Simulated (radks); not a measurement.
Results of a calculation; reference values are marked as such.
Pb I, configuration [Hg] 6p2 (the NIST ground configuration). Code: a radial shooting solver on a logarithmic mesh with Libxc functionals. Model: Dirac Kohn-Sham, PBEsol, spin-unpolarised, spherical densities, point nucleus; open shells fill j = l - 1/2 first. Some entries of the table are withheld. Estimate them.

| orbital | occ. | eigenvalue (hartree) | <1/r> (bohr^-1) | <r^2> (bohr^2) |
|---|---|---|---|---|
| 1s1/2 | 2 | -3232.111 | 101.4 | 0.0003572 |
| 2s1/2 | 2 | -577.5635 | 25.07 | 0.005364 |
| 2p1/2 | 2 | -554.6227 | 25.01 | 0.003776 |
| 2p3/2 | 4 | -474.1869 | 19.96 | 0.004958 |
| 3s1/2 | 2 | -138.5873 | 9.190 | 0.03477 |
| 3p1/2 | 2 | -128.2449 | (1) | 0.03160 |
| 3p3/2 | 4 | -110.2997 | (2) | 0.03794 |
| 3d3/2 | 4 | -93.31447 | 7.679 | (3) |
| 3d5/2 | 6 | -89.49547 | 7.386 | (4) |
| 4s1/2 | 2 | (5) | 3.904 | 0.1668 |
| 4p1/2 | 2 | -26.85628 | 3.793 | 0.1692 |
| 4p3/2 | 4 | -22.46000 | 3.335 | 0.2005 |
| 4d3/2 | 4 | (6) | 3.139 | 0.2084 |
| 4d5/2 | 6 | (7) | 3.036 | 0.2192 |
| 5s1/2 | 2 | -5.24244 | 1.622 | 0.8175 |
| 4f5/2 | 6 | -4.93166 | 2.696 | 0.2435 |
| 4f7/2 | 8 | -4.74674 | 2.656 | 0.2504 |
| 5p1/2 | 2 | -3.71537 | 1.498 | (8) |
| 5p3/2 | 4 | -2.89100 | 1.329 | (9) |
| 5d3/2 | 4 | -0.79413 | 1.031 | 1.915 |
| 5d5/2 | 6 | -0.69929 | 0.9891 | 2.074 |
| 6s1/2 | 2 | -0.41472 | 0.5517 | 6.188 |
| 6p1/2 | 2 | -0.14758 | 0.4176 | 11.03 |
| 6p3/2 | 0 | -0.09616 | 0.3524 | 15.39 |

Answer. 
(1) 3p1/2 <1/r> (bohr^-1): 9.098
(2) 3p3/2 <1/r> (bohr^-1): 7.778
(3) 3d3/2 <r^2> (bohr^2): 0.02893
(4) 3d5/2 <r^2> (bohr^2): 0.03065
(5) 4s1/2 eigenvalue (hartree): -31.32884
(6) 4d3/2 eigenvalue (hartree): -15.17974
(7) 4d5/2 eigenvalue (hartree): -14.35941
(8) 5p1/2 <r^2> (bohr^2): 0.9394
(9) 5p3/2 <r^2> (bohr^2): 1.140
